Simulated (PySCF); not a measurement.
Molecule: SMILES S(CC)(=O)(=O)CC, C4H10O2S.

Molfile (atoms numbered from 1):
```
C4H10O2S
     RDKit          3D

 17 16  0  0  0  0  0  0  0  0999 V2000
    2.8935    0.2633    0.6558 C   0  0  0  0  0  0  0  0  0  0  0  0
    1.5566   -0.3898    0.3637 C   0  0  0  0  0  0  0  0  0  0  0  0
    0.2421    0.7291    0.8672 S   0  0  0  0  0  6  0  0  0  0  0  0
    0.3250    0.8858    2.3206 O   0  0  0  0  0  0  0  0  0  0  0  0
    0.2960    1.9056   -0.0030 O   0  0  0  0  0  0  0  0  0  0  0  0
   -1.2769   -0.1588    0.4968 C   0  0  0  0  0  0  0  0  0  0  0  0
   -2.4615    0.7012    0.8915 C   0  0  0  0  0  0  0  0  0  0  0  0
    2.9852    0.4799    1.7293 H   0  0  0  0  0  0  0  0  0  0  0  0
    2.9872    1.2083    0.1027 H   0  0  0  0  0  0  0  0  0  0  0  0
    3.7153   -0.4031    0.3585 H   0  0  0  0  0  0  0  0  0  0  0  0
    1.4108   -1.3201    0.9326 H   0  0  0  0  0  0  0  0  0  0  0  0
    1.4077   -0.5881   -0.7081 H   0  0  0  0  0  0  0  0  0  0  0  0
   -1.2561   -0.3778   -0.5811 H   0  0  0  0  0  0  0  0  0  0  0  0
   -1.2343   -1.1016    1.0622 H   0  0  0  0  0  0  0  0  0  0  0  0
   -2.4298    0.9264    1.9667 H   0  0  0  0  0  0  0  0  0  0  0  0
   -2.4471    1.6505    0.3379 H   0  0  0  0  0  0  0  0  0  0  0  0
   -3.4021    0.1779    0.6690 H   0  0  0  0  0  0  0  0  0  0  0  0
  1  2  1  0
  2  3  1  0
  3  4  2  0
  3  5  2  0
  3  6  1  0
  6  7  1  0
  1  8  1  0
  1  9  1  0
  1 10  1  0
  2 11  1  0
  2 12  1  0
  6 13  1  0
  6 14  1  0
  7 15  1  0
  7 16  1  0
  7 17  1  0
M  END
```

Geometry PBE0-D3(BJ)/def2-SVP throughout; GIAO in PySCF, gas phase, one conformer, non-relativistic; equivalent atoms averaged; basis pcSseg-1.

Task: How do the absolute shieldings σ depend on the functional? (ppm; last column core-seconds on shared hosts with different chips, so compare them loosely; the GGAs took longer than the global hybrids here, which isn't the general rule, and the cause wasn't traced)

Result: 
```
functional                    kind  C2/C6  C1/C7     S3  O4/O5  H11/H12/H13/H14  H8/H9/H10/H15/H16/H17  core-s
        HF            Hartree–Fock  144.6  185.7  218.9  192.8            29.53                  30.01      17
       PBE                     GGA  124.5  174.9  177.3  126.8            28.62                  29.71      49
      OPBE                     GGA  133.3  178.9  216.0  136.8            28.67                  29.76      51
       KT3                     GGA  129.9  175.6  219.6  137.0            28.79                  29.82      51
      PBE0           global hybrid  131.1  179.5  185.5  142.7            28.83                  29.74      35
  mPW1PW91           global hybrid  130.2  178.3  181.4  142.2            28.88                  29.78      26
     B97-2           global hybrid  131.0  177.8  189.6  144.9            28.92                  29.84      34
   wB97X-D  range-separated hybrid  131.0  179.2  180.4  145.3            29.00                  29.84      42
```

Task: Which nucleus moves most, in ppm?

Result: O4/O5 (S=O oxygen): from 126.8 ppm with PBE to 192.8 ppm with HF. The smallest spread is 0.30 ppm, at H8/H9/H10/H15/H16/H17. Proton shifts span only some 12 ppm, so a few tenths of a ppm matter as much there as several ppm in carbon.
